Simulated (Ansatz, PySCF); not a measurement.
Energy difference 2 R1 → P1 + P2, each structure at its B3LYP-D3(BJ)/def2-TZVP stationary point, reached from a drawn start (curvature not checked).
P1: Br4Se (SMILES Br[Se](Br)(Br)Br), charge 0, multiplicity 1.
R1, Br3Se (SMILES Br[Se](Br)Br) (charge 0, multiplicity 2, Z-matrix in Å and degrees):
```
Se
Br 1 2.4326
Br 1 2.4331 2 115.12
Br 1 2.4332 2 115.16 3 -137.79
```
P2: Br2Se (SMILES Br[Se]Br), charge 0, multiplicity 1.

P less R. No zero-point or thermal terms; singlets are restricted closed shells; open shells are unrestricted; no spin–orbit coupling.

Cores are frozen in the correlated methods. In cc and def2 sets filled d and f shells under p-block atoms count as core. CBS(a, b) extrapolates the correlation energy as X⁻³ and adds the Hartree–Fock energy of set b.

Programs: Ansatz (Gaussian basis) for Hartree–Fock, density functionals and correlated methods; PySCF for the D3/D4 terms. All values are computed, each at the level named.

```
level                          reaction energy (kcal/mol)
-----------------------------  --------------------------
HF/cc-pVQZ                                          -7.52
PBE-D4/def2-TZVPP                                   -4.60
BLYP-D3(BJ)/def2-TZVPP                              -2.31
BHLYP/def2-TZVPP                                   -10.16
BHLYP-D4/def2-TZVPP                                -12.40
CCSD/cc-pVDZ                                       -12.84
CCSD/cc-pVTZ                                            …
CCSD(T)/cc-pVQZ                                         …
CCSD(T)/CBS(cc-pVTZ, cc-pVQZ)                           …
```

Complete the blanks.


- CCSD/cc-pVTZ, reaction energy (kcal/mol): -16.54
- CCSD(T)/cc-pVQZ, reaction energy (kcal/mol): -18.12
- CCSD(T)/CBS(cc-pVTZ, cc-pVQZ), reaction energy (kcal/mol): -19.18

Ansatz is a first-principles code.
